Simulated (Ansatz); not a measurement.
Species: SiS, charge 0, singlet. SiS (sulfanylidenesilicon, SMILES [Si]=S).
B3LYP-D3(BJ)/def2-TZVP minimum from Ansatz (an electronic-structure program):
```xyz
2

Si     0.0000     0.0000    -1.0336
S      0.0000     0.0000     0.9044
```
Charge 0, spin multiplicity 1.

Total energies in cc-pV(Q+d)Z, 10 correlated electrons, 10 frozen orbitals. Radicals and triplets start from unrestricted determinants; spin-orbit coupling is neglected. Cores are frozen in correlated methods. No relativity. The T1 diagnostic of SSi ([Si]=S, singlet) reaches 0.025 in the sets run.

```json
[
 {"method": "HF", "program": "Ansatz", "energy (Eh)": "-686.51465", "minus CCSDT(Q) (mEh)": "322.33"},
 {"method": "MP2", "program": "Ansatz", "energy (Eh)": "-686.79635", "minus CCSDT(Q) (mEh)": "40.63"},
 {"method": "CCSD", "program": "Ansatz", "energy (Eh)": "-686.81458", "minus CCSDT(Q) (mEh)": "22.39"},
 {"method": "CCSD(T)", "program": "Ansatz", "energy (Eh)": "-686.83452", "minus CCSDT(Q) (mEh)": "2.46"},
 {"method": "CCSDT(Q)", "program": "Ansatz", "energy (Eh)": "-686.83698", "minus CCSDT(Q) (mEh)": "0.00"}
]
```

Rough core times of Ansatz's runs on a shared machine: CCSD(T) under 20 s, CCSDT(Q) 6 min.
